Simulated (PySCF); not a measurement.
Match the calculated data to a structure.

All candidates are C7H9NO.

| technique | computed result |
| --- | --- |
| 13C NMR | chemical shifts (computed TMS as zero) by class: 166.5 (1 C), 151.5 (1 C), 151.4 (1 C), 144.6 (1 C), 129.4 (1 C), 128.8 (1 C), 127.2 (1 C) ppm [GIAO PBE0/pcSseg-1] |
| Rotational structure | rotational constants A, B, C: 3.050, 0.889, 0.718 GHz [GFN2-xTB] |
| Dipole | 3.69 D [PBE0/pcSseg-1] |
| NMR, other nuclei | isotropic shieldings of nuclei other than C and H, by class: 151 (1 N), -51 (1 O) ppm [GIAO PBE0/pcSseg-1] |
| 1H NMR | chemical shifts (computed TMS as zero) by class: 7.75 (1 H), 6.79 (1 H), 6.04 (1 H), 5.85 (1 H), 5.71 (1 H), 5.68 (1 H), 5.61 (1 H), 4.77 (1 H), 4.62 (1 H) ppm [GIAO PBE0/pcSseg-1] |

The electronic properties come from PySCF, for the isolated species, density fitting. Levels stand in brackets. The structure is a single GFN2-xTB conformer in the gas phase; no vibrational or solvent corrections. Each NMR value is the plain mean over a class of atoms that symmetry, rotation or inversion makes alike.

Question: Which candidate is it?
A. `NC(=O)C1=CCCC=C1`
B. `COc1ccccc1N`
C. `C=CC(=C)/C=C/C(N)=O`
D. `CC#C[C@H]1CNC(=O)C1`
E. `C=CC/C(C#N)=C/OC`

Answer: C. It is `C=CC(=C)/C=C/C(N)=O`. Numbering: `[CH2:1]=[CH:2][C:3](=[CH2:4])/[CH:5]=[CH:6]/[C:7]([NH2:8])=[O:9]`. Its formula, C7H9NO, gives 4 degrees of unsaturation: 0 rings and 4 π bonds in the structure found. 7 carbons fall into 7 classes; from least to most shielded: amide carbonyl carbon [C7] (166.5 ppm), fully substituted alkene carbon [C3] (151.5 ppm), alkene CH carbon [C5] (151.4 ppm), alkene CH carbon [C2] (144.6 ppm), alkene CH carbon [C6] (129.4 ppm), terminal =CH2 carbon [C4] (128.8 ppm), terminal =CH2 carbon [C1] (127.2 ppm). Hydrogen classes from least to most shielded: 1 H on an alkene CH carbon, C5 (7.75 ppm), 1 H on an alkene CH carbon, C2 (6.79 ppm), 1 H on an alkene CH carbon, C6 (6.04 ppm), 1 H on a terminal =CH2 carbon, C1 (5.85 ppm), 1 H on a terminal =CH2 carbon, C4 (5.71 ppm), 1 H on a terminal =CH2 carbon, C1 (5.68 ppm), 1 H on a terminal =CH2 carbon, C4 (5.61 ppm), 1 H on an amide nitrogen, N8 (4.77 ppm), 1 H on an amide nitrogen, N8 (4.62 ppm). The other shieldings belong to: 151 ppm, amide nitrogen [N8]; -51 ppm, amide oxygen [O9]. The optimised geometry has point group C1 and is an asymmetric top.

The others, at the same levels:
- `COc1ccccc1N` fails: its computed 13C shifts are 152.2 (1 C), 142.7 (1 C), 126.7 (1 C), 121.0 (1 C), 117.5 (1 C), 112.6 (1 C), 55.7 (1 C) ppm, 1H shifts are 7.07 (1 H), 6.82 (1 H), 6.82 (1 H), 6.70 (1 H), 3.95 (3 H), 3.61 (2 H) ppm and rotational constant A is 2.605 GHz (against 3.050 GHz).
- `C=CC/C(C#N)=C/OC` fails: its computed 13C shifts are 168.2 (1 C), 146.9 (1 C), 121.2 (1 C), 119.7 (1 C), 95.2 (1 C), 60.6 (1 C), 41.9 (1 C) ppm, 1H shifts are 6.58 (1 H), 6.42 (1 H), 5.25 (1 H), 5.22 (1 H), 3.92 (3 H), 2.73 (2 H) ppm and rotational constant A is 2.130 GHz (against 3.050 GHz).
- `CC#C[C@H]1CNC(=O)C1` fails: its computed 13C shifts are 174.6 (1 C), 86.4 (1 C), 85.4 (1 C), 51.4 (1 C), 40.4 (1 C), 28.4 (1 C), 4.6 (1 C) ppm, 1H shifts are 4.06 (1 H), 3.60 (1 H), 3.42 (1 H), 3.15 (1 H), 2.39 (1 H), 2.26 (1 H), 2.00 (3 H) ppm and rotational constant A is 4.941 GHz (against 3.050 GHz).
- `NC(=O)C1=CCCC=C1` fails: its computed 13C shifts are 168.3 (1 C), 144.7 (1 C), 136.9 (1 C), 135.7 (1 C), 129.7 (1 C), 26.4 (1 C), 25.3 (1 C) ppm, 1H shifts are 7.18 (1 H), 6.33 (1 H), 6.21 (1 H), 4.93 (1 H), 4.54 (1 H), 2.39 (2 H), 2.22 (2 H) ppm and rotational constant A is 3.528 GHz (against 3.050 GHz).

Each candidate is one conformer, not necessarily the lowest. Dipoles, sizes and rotational constants follow the conformer. The torsions of the flexible species, by atom-mapped SMILES:
- `[CH2:1]=[CH:2][C:3](=[CH2:4])/[CH:5]=[CH:6]/[C:7]([NH2:8])=[O:9]`: C1–C2–C3–C4 149°, C2–C3–C5–C6 -27°, C5–C6–C7–N8 179°, H–N8–C7–C6 180°, H–N8–C7–C6 -1°
- `[CH3:1][O:2][c:3]1[cH:4][cH:5][cH:6][cH:7][c:8]1[NH2:9]`: C1–O2–C3–C4 0°, H–N9–C8–C7 163°, H–N9–C8–C7 26°
- `[CH2:1]=[CH:2][CH2:3]/[C:4]([C:5]#[N:6])=[CH:7]/[O:8][CH3:9]`: C1–C2–C3–C4 -120°, C2–C3–C4–C5 -77°, C4–C7–O8–C9 -179°
- `[NH2:1][C:2](=[O:3])[C:4]1=[CH:5][CH2:6][CH2:7][CH:8]=[CH:9]1`: N1–C2–C4–C5 157°, H–N1–C2–O3 4°, H–N1–C2–O3 170°

The conformers of `CC#C[C@H]1CNC(=O)C1` aren't listed.
